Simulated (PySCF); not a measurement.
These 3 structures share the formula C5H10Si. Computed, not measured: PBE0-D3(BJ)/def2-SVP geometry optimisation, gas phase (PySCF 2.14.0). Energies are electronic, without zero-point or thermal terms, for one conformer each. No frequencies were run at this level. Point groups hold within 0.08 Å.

Question: Order them by energy at this level, lowest first, and give relative energies in kcal/mol.
A. `[CH2:1]=[CH:2][C:3](=[CH2:4])[CH2:5][SiH3:6]` with C1–C2–C3–C4 -179°, C2–C3–C5–Si6 82°
B. `[CH2:1]1[CH2:2][CH:3]1[SiH:4]1[CH2:5][CH2:6]1` with C2–C3–Si4–C5 180°
C. `[CH2:1]=[CH:2][SiH2:3][C:4](=[CH2:5])[CH3:6]` with C1–C2–Si3–C4 -115°, C2–Si3–C4–C5 -120°

Answer: A (0.0), C (0.6), B (7.1).

As drawn, the lowest has a C=C bond outside aromatic rings, which the highest lacks; the highest has a three-membered ring, which the lowest lacks. Neighbours under 2.5 kcal/mol apart (C=CC(=C)C[SiH3] and C=C[SiH2]C(=C)C) can change places with a better method, another conformer or zero-point energy.

```csv
SMILES,E (Eh),E rel (kcal/mol),dipole (D),point group,"A, B, C (MHz)"
C=CC(=C)C[SiH3],-485.40906,0.0,0.51,C1,"3605, 2072, 1485"
C=C[SiH2]C(=C)C,-485.40811,0.6,0.85,C1,"5021, 1640, 1393"
C1CC1[SiH]1CC1,-485.39779,7.1,0.96,near Cs,"7985, 1568, 1486"
```

Q: As an exercise, what shares would exp(−E/RT) give at 500 K from these electronic energies alone (no entropy, no degeneracies)?

A: RT = 0.994 kcal/mol: C=CC(=C)C[SiH3] 64.5 %, C=C[SiH2]C(=C)C 35.4 %, C1CC1[SiH]1CC1 0.1 %.
